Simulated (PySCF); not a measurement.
A PySCF script (with the pyscf-properties extension) for the NMR shieldings of `CB(C)C`, C$_{3}$H$_{9}$B, on a GFN2-xTB geometry:

```python
import basis_set_exchange as bse
import numpy as np
from pyscf import gto, dft
from pyscf.prop import nmr

atoms = """
C    -0.472886    1.506657   -0.049720
B     0.009087    0.004569   -0.020197
C     1.543495   -0.345350    0.081143
C    -1.059557   -1.156150   -0.056618
H    -0.889493    1.767540    0.923871
H     0.315224    2.225045   -0.261631
H    -1.276181    1.666365   -0.766841
H     1.830442   -0.319047    1.133600
H     2.187357    0.369465   -0.426564
H     1.788698   -1.341200   -0.281236
H    -2.046809   -0.854483    0.286418
H    -1.177732   -1.488227   -1.089298
H    -0.756032   -2.034698    0.509344
"""
names = dict.fromkeys(["C", "B", "H"], "pcSseg-1")
basis = {el: gto.basis.parse(bse.get_basis(n, elements=[el], fmt="nwchem")) for el, n in names.items()}
mol = gto.M(atom=atoms, basis=basis, charge=0, verbose=0)
mf = dft.RKS(mol, xc="PBE0")
mf.grids.level = 2
mf.grids.alignment = dft.numint.BLKSIZE   # the property module wants whole blocks of grid points
mf.conv_tol = 1e-9
mf.kernel()

calc = nmr.RKS(mf)   # GIAO
C = mf.mo_coeff
Co = C[:, mf.mo_occ > 0]
resp = mf.gen_response(singlet=True, hermi=2)
def vind(x):   # induced exchange potential for any number of trial vectors
    d = np.einsum("pi,xij,qj->xpq", C, 2 * x.reshape(-1, C.shape[1], Co.shape[1]), Co, optimize=True)
    return np.einsum("xpq,pi,qj->xij", resp(d - d.transpose(0, 2, 1)), C, Co, optimize=True).ravel()
mo1, _ = nmr.rhf.solve_mo1(calc, with_cphf=vind)
sigma = calc.kernel(mo1)
for i, s in enumerate(sigma):   # ppm
    w = np.linalg.eigvalsh((s + s.T) / 2)
    print("%2d %-2s iso %8.1f  s11 %8.1f  s22 %8.1f  s33 %8.1f" % (i, mol.atom_pure_symbol(i), w.mean(), *w))
```

Q: Give the expected output.

A: 
```
 0 C  iso    170.8  s11    151.8  s22    173.0  s33    187.5
 1 B  iso     10.2  s11    -47.0  s22    -44.0  s33    121.7
 2 C  iso    170.0  s11    152.2  s22    170.5  s33    187.4
 3 C  iso    171.1  s11    152.4  s22    173.2  s33    187.6
 4 H  iso     31.1  s11     27.4  s22     29.3  s33     36.4
 5 H  iso     30.7  s11     26.9  s22     29.7  s33     35.4
 6 H  iso     30.7  s11     26.9  s22     29.7  s33     35.3
 7 H  iso     31.0  s11     27.6  s22     29.2  s33     36.3
 8 H  iso     30.7  s11     26.8  s22     29.6  s33     35.5
 9 H  iso     30.6  s11     26.9  s22     29.8  s33     35.1
10 H  iso     30.7  s11     27.0  s22     29.9  s33     35.3
11 H  iso     31.1  s11     27.4  s22     29.4  s33     36.6
12 H  iso     30.7  s11     27.0  s22     29.8  s33     35.4
```

These numbers come from an equivalent density-fitted implementation of the same equations, which agrees with the script to about 0.01 ppm for H and up to a few tenths of a ppm for heavy atoms, so last digits may differ.

Size and cost of the density-fitted run: 113 basis functions, 7.5 s wall time on 1 thread of an Arm Neoverse V1, shared host.
